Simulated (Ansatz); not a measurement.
Input for Ansatz (an electronic-structure program): R-RI-MP2/cc-pVQZ on CH3BF2 (SMILES CB(F)F), a point of a torsion scan. Files ending in .json are basis or fitting sets from the Basis Set Exchange.

Ansatz 0.2 input:
```yaml
crystal:
  periodic: [false, false, false]
  atoms:
    - {symbol: C, position_ang: [-0.70682076, -0.07310506, 0.00367203]}
    - {symbol: B, position_ang: [0.85329156, 0.09244075, -0.06572826]}
    - {symbol: F, position_ang: [1.58400322, 0.55060725, 0.93071636]}
    - {symbol: F, position_ang: [1.55794314, -0.21703528, -1.13636279]}
    - {symbol: H, position_ang: [-1.11060746, 0.23236929, 0.96332004]}
    - {symbol: H, position_ang: [-0.99191705, -1.10791171, -0.17440131]}
    - {symbol: H, position_ang: [-1.19074629, 0.51374058, -0.77425385]}
basis:
  gaussian:
    orbitals: cc-pVQZ
    fitting: {mean_field: def2-universal-JKFIT, correlation: cc-pVQZ-RIFIT.json}
magnetization: {spin_polarized: false}
correlation: {method: mp2, electrons: outside_noble_gas}
scf: {lower_state_search: off}
```

Program output:

```
WARN ansatz: RAYON_NUM_THREADS=1 ignored (pool sized by the plan → 1); use --threads N
Functional definition: HF
these checks for a lower state are left out or cut short: stability, starts, cluster_reference, orbital_swaps, neighbouring_geometries, increment
integrals: 0.32 GiB planned
358 factors; integrals over basis functions are off by at most 3.9e0 eV
mean field: 0.52 GiB planned
mean field evaluation 1: about -7166.0495 eV, gradient 3.7e1 eV
mean field evaluation 2: about -7168.1473 eV, gradient 2.0e1 eV
mean field evaluation 4: about -7168.6567 eV, gradient 8.5e-1 eV
mean field -7168.65895003 eV, -263.4433573220 hartree, gradient 1.2e-6 eV, S^2 0.000000; 0 other end points of the search recorded, 0 dependent functions left out
4 core orbitals not correlated
693 factors; their error is unknown
reference -7168.65895003 eV, -263.4433573220 hartree; 12, 12 occupied and 294, 294 virtual orbitals, 693 factors
second order -22.77010939 eV of doubles, -0.00000000 eV of singles
Total energy: -7191.42905941 eV, -264.2801434078 hartree
Checks for a lower state left out: stability, starts, cluster_reference, orbital_swaps, neighbouring_geometries, increment
```

Self-consistency was reached.

Cost: around 2.3 core-seconds (rough).
